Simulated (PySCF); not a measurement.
# Spin states of GeH

Unrestricted PBE0; PySCF, scalar-relativistic core potentials, basis sets Ge cc-pVTZ-PP with ECP10, H cc-pVTZ. Outer shells of the fragments: Ge 3d10 4s2 4p2; H 1s1.

Followed along the bond (rough minima from three points):

| 2Ms+1 | unpaired | ⟨S²⟩ at the start | R at minimum (Å) | Te (eV) |
| --- | --- | --- | --- | --- |
| 2 | π ↑ | 0.75 | 1.60 | 0.00 |
| 4 | σ ↑, π ↑↑ | 3.75 | 1.59 | 1.95 |

Solutions found at the starting distance of 1.480 Å, counted from the lowest of them; the search is not exhaustive and high or unbound solutions are not listed, so other states can lie among these:

```csv
2Ms+1,unpaired,term,E (eV),⟨S²⟩,⟨Lz²⟩,μ (D)
2,π ↑,²Π,0.00,0.75,1.01,0.16
4,"σ ↑, π ↑↑",⁴Σ⁻,1.90,3.75,0.00,0.21
2,"σ ↑, π ↑↓",mixed,2.61,1.76,2.02,0.34
2,"σ ↓, π ↑↑",mixed,2.64,1.77,0.00,0.42
2,σ ↑,mixed,3.53,0.76,2.00,0.35
4,"σ ↑↑, π ↑",⁴Π,6.59,3.75,1.00,1.44
```

A term symbol is given only where ⟨S²⟩ and ⟨Lz²⟩ are close to those of a pure state; real π, δ and φ orbitals otherwise mix terms. A positive dipole means Ge(−)H(+).

Spin–orbit coupling is left out. Counting both spins, an empty level lies below a filled one in some of these solutions, because spin and occupation are held.
